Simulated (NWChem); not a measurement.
System meant: CF₂I, doublet; SMILES F[C](F)I

The following NWChem deck was run.

```
start job
memory heap 200 mb stack 900 mb global 1100 mb
geometry units angstroms noautoz
  F     -0.082833     1.914946    -1.073215
  C      0.335478     1.295438     0.000000
  F     -0.082833     1.914946     1.073215
  I     -0.015159    -0.811391     0.000000
end
basis spherical
  * library def2-svp
end
dft
  odft
  mult 2
  xc xpbe96 cpbe96
  iterations 150
  mulliken
end
task dft energy
```

End of the output:

```
             Grid Information
             ----------------
          Grid used for XC integration:  medium
          Radial quadrature: Mura-Knowles
          Angular quadrature: Lebedev.
          Tag              B.-S. Rad. Rad. Pts. Rad. Cut. Ang. Pts.
          ---              ---------- --------- --------- ---------
          F                   0.50       49           8.0       434
          C                   0.70       49           8.0       434
          I                   1.40      123           8.0       590
          Grid pruning is: on
          Number of quadrature shells:   221
          Spatial weights used:  Erf1

          Convergence Information
          -----------------------
          Convergence aids based upon iterative change in
          total energy or number of iterations.
          Levelshifting, if invoked, occurs when the
          HOMO/LUMO gap drops below (HL_TOL):  1.00D-02
          DIIS, if invoked, will attempt to extrapolate
          using up to (NFOCK): 10 stored Fock matrices.

                    Damping( 0%)  Levelshifting(0.5)       DIIS
                  --------------- ------------------- ---------------
          dE  on:    start            ASAP                start
          dE off:    2 iters        150 iters           150 iters

      Screening Tolerance Information
      -------------------------------
          Density screening/tol_rho:  1.00D-10
          AO Gaussian exp screening on grid/accAOfunc:  14
          CD Gaussian exp screening on grid/accCDfunc:  20
          XC Gaussian exp screening on grid/accXCfunc:  20
          Schwarz screening/accCoul:  1.00D-08

      Superposition of Atomic Density Guess
      -------------------------------------

      charge =      53.0 I (Iodine)

      symmetry species            s     p     d     f
      number of basis functions =10     7     6
      number of cont. functions = 4     4     2
      number of closed shells   = 5     3     2
      number of open shells     = 0     1     0
      open shell occupation     = 0     5     0
 ------------------------------------------------------------------------
 atomscf:atomd: error in atom scf                   0
 ------------------------------------------------------------------------
 ------------------------------------------------------------------------
  current input line :
    19: task dft energy
 ------------------------------------------------------------------------
 ------------------------------------------------------------------------
 This error has not yet been assigned to a category
 ------------------------------------------------------------------------
 For more information see the NWChem manual at https://nwchemgit.github.io

0:atomscf:atomd: error in atom scf:Received an Error in Communication
```

Question: What is wrong, and how is it mended?

Answer: The run crashed. Cause: the def2 basis of a heavy element holds valence functions alone and wants its effective core potential (without it all electrons must fit into that basis). This input runs:
```
start job
memory heap 200 mb stack 900 mb global 1100 mb
geometry units angstroms noautoz
  F     -0.082833     1.914946    -1.073215
  C      0.335478     1.295438     0.000000
  F     -0.082833     1.914946     1.073215
  I     -0.015159    -0.811391     0.000000
end
basis spherical
  F library def2-svp
  C library def2-svp
  I library def2-svp
end
ecp
  I library def2-ecp
end
dft
  odft
  mult 2
  xc xpbe96 cpbe96
  iterations 150
  mulliken
end
task dft energy
```
It converges to -534.99259 Ha (PBE/def2-SVP with def2 effective core potentials on I, spin-unrestricted).
